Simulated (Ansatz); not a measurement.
The cluster Li₅H₄, relaxed as a doublet with UKS PBE-D4/def2-TZVP in Ansatz, starting from the GFN1-xTB geometry. Force threshold 0.02 eV/Å.

Another isomer (doublet) lies 0.21 eV lower at PBE0-D4/def2-TZVP; other spin states weren't run for this one.

Start:

Cartesian coordinates in Å:
```
Li -0.153 1.764 -0.014
Li 0.967 0.559 -1.786
Li -1.310 0.053 -1.176
Li 0.985 -0.899 0.268
Li -0.917 -0.464 1.702
H 0.153 -1.066 -1.356
H -1.534 0.671 0.584
H 1.454 0.867 -0.015
H 0.355 -1.485 1.792
```

```tsv
step	energy (eV)	largest force component (eV/Å)	SCF passes
1	-1085.2793	0.592	23
2	-1085.4820	0.296	25
3	-1085.5450	0.085	24
4	-1085.5499	0.043	22
5 (rejected)	-1085.5484	0.080	25
6	-1085.5516	0.008	21
```

Force components are those of the run's own axes.

End:

```xyz
9

Li   -0.087    1.822    0.113
Li    1.077    0.538   -1.880
Li   -1.394   -0.084   -1.168
Li    0.993   -0.889    0.282
Li   -1.069   -0.503    1.860
H     0.156   -0.947   -1.405
H    -1.411    0.610    0.546
H     1.428    0.901   -0.140
H     0.305   -1.447    1.791
```

By distances, no bond broke or formed. The bond that changes most is Li3–H6, from 1.85 to 1.79 Å (atoms count from 1).

No frequencies were taken in this run, so the end may be a saddle point.

Run time 6.5 s (4 threads of Arm Neoverse V2 on a shared host).
